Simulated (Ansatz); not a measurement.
WO₃⁻. Charge -1, multiplicity 2. Geometry PBE0-D4/def2-TZVP, that of the neutral singlet; atoms count from 1.

| atom | x (Å) | y (Å) | z (Å) |
| --- | --- | --- | --- |
| W1 | 0.0543 | -0.4606 | 0.0740 |
| O2 | 0.4915 | -0.0280 | -1.5275 |
| O3 | 1.0282 | 0.4643 | 1.1414 |
| O4 | -1.5740 | 0.0242 | 0.3121 |

In the def2 sets W takes a core potential; there is no spin–orbit coupling. The structure comes from a short search, and lower isomers may exist.

Problem. Estimate the Mulliken populations from the PBE0/def2-TZVPD orbitals of Ansatz.

Solution. 
| atom | charge (e) | spin (α − β) | d electrons |
| --- | --- | --- | --- |
| W1 | 0.99 | 1.24 | 3.56 |
| O2 | -0.66 | -0.08 | – |
| O3 | -0.66 | -0.08 | – |
| O4 | -0.66 | -0.08 | – |
Mulliken values and Mayer orders depend strongly on the basis. With diffuse functions, as here, like atoms can get unlike values, and bond orders can come out too low or too high.

Problem. Where does the spin sit?

Solution. Summed by element: W 1.24, O -0.24, of 1 unpaired in all. Largest on single atoms: W1 1.24, O4 -0.08, O3 -0.08.

Problem. And the Mayer bond orders between bonded heavy atoms (over 0.3)?

Solution. W1–O2 1.64 (1.72 Å); W1–O3 1.64 (1.72 Å); W1–O4 1.64 (1.72 Å).
